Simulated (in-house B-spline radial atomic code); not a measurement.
Whole-atom quantities along the 34-electron series, configuration [Ar] 3d10 4s2 4p4. Computed with a B-spline radial code for spherical atoms: non-relativistic Hartree-Fock, average of the configuration, point nuclei.

This level leaves out relativity, spin-orbit splitting included, which matters for heavy ions.

| ion | Z | E/Z² (Eh) | Σ<r²> (bohr²) | n(0)/Z³ (bohr⁻³) | Lamb diamagnetic shielding (ppm) | repulsion over attraction |
| --- | --- | --- | --- | --- | --- | --- |
| Nb7+ | 41 | -2.2253 | 13.419 | 0.69658 | 3799.77 | 0.14758 |
| Mo8+ | 42 | -2.2437 | 12.127 | 0.69757 | 3913.56 | 0.14515 |
| Tc9+ | 43 | -2.2616 | 11.031 | 0.69853 | 4027.27 | 0.14275 |
| Ru10+ | 44 | -2.2788 | 10.09 | 0.69945 | 4140.93 | 0.1404 |
| Rh11+ | 45 | -2.2954 | 9.2727 | 0.70034 | 4254.52 | 0.13809 |
| Pd12+ | 46 | -2.3115 | 8.5578 | 0.70121 | 4368.08 | 0.13583 |
| Ag13+ | 47 | -2.327 | 7.9277 | 0.70204 | 4481.59 | 0.13363 |
| Cd14+ | 48 | -2.342 | 7.3686 | 0.70285 | 4595.07 | 0.13147 |
| In15+ | 49 | -2.3566 | 6.8697 | 0.70364 | 4708.52 | 0.12937 |
| Sn16+ | 50 | -2.3706 | 6.4222 | 0.70439 | 4821.95 | 0.12733 |
| Sb17+ | 51 | -2.3842 | 6.0191 | 0.70513 | 4935.35 | 0.12533 |
| Te18+ | 52 | -2.3974 | 5.6543 | 0.70584 | 5048.73 | 0.12339 |
| I19+ | 53 | -2.4102 | 5.3229 | 0.70653 | 5162.1 | 0.12149 |
| Xe20+ | 54 | -2.4226 | 5.0209 | 0.7072 | 5275.44 | 0.11965 |
| Cs21+ | 55 | -2.4346 | 4.7448 | 0.70785 | 5388.78 | 0.11785 |
| Ba22+ | 56 | ? | ? | ? | ? | ? |
| La23+ | 57 | -2.4576 | 4.2586 | 0.7091 | 5615.41 | 0.1144 |
| Ce24+ | 58 | -2.4685 | 4.0439 | 0.70969 | 5728.71 | 0.11274 |
| Pr25+ | 59 | -2.4792 | 3.8454 | 0.71027 | 5842 | 0.11112 |
| Nd26+ | 60 | -2.4896 | 3.6615 | 0.71084 | 5955.28 | 0.10955 |
| Pm27+ | 61 | ? | ? | ? | ? | ? |
| Sm28+ | 62 | -2.5094 | 3.3321 | 0.71192 | 6181.82 | 0.10652 |
| Eu29+ | 63 | -2.5189 | 3.1842 | 0.71243 | 6295.08 | 0.10506 |
| Gd30+ | 64 | ? | ? | ? | ? | ? |
| Tb31+ | 65 | -2.5372 | 2.917 | 0.71343 | 6521.58 | 0.10225 |

Question: Fill in the row of Ba22+.

Answer: E/Z² (Eh): -2.4463; Σ<r²> (bohr²): 4.4915; n(0)/Z³ (bohr⁻³): 0.70849; Lamb diamagnetic shielding (ppm): 5502.1; repulsion over attraction: 0.1161.

Question: Fill in the row of Pm27+.

Answer: E/Z² (Eh): -2.4996; Σ<r²> (bohr²): 3.4909; n(0)/Z³ (bohr⁻³): 0.71138; Lamb diamagnetic shielding (ppm): 6068.55; repulsion over attraction: 0.10801.

Question: Fill in the row of Gd30+.

Answer: E/Z² (Eh): -2.5282; Σ<r²> (bohr²): 3.0461; n(0)/Z³ (bohr⁻³): 0.71294; Lamb diamagnetic shielding (ppm): 6408.33; repulsion over attraction: 0.10364.

Question: With what power of Z does the column «Σ<r²> (bohr²)» change over this range?

Answer: A fit of the logarithm of its size against log Z from Z = 41 to 65 has slope -3.26. Unscreened non-relativistic hydrogenic orbitals would give -2.
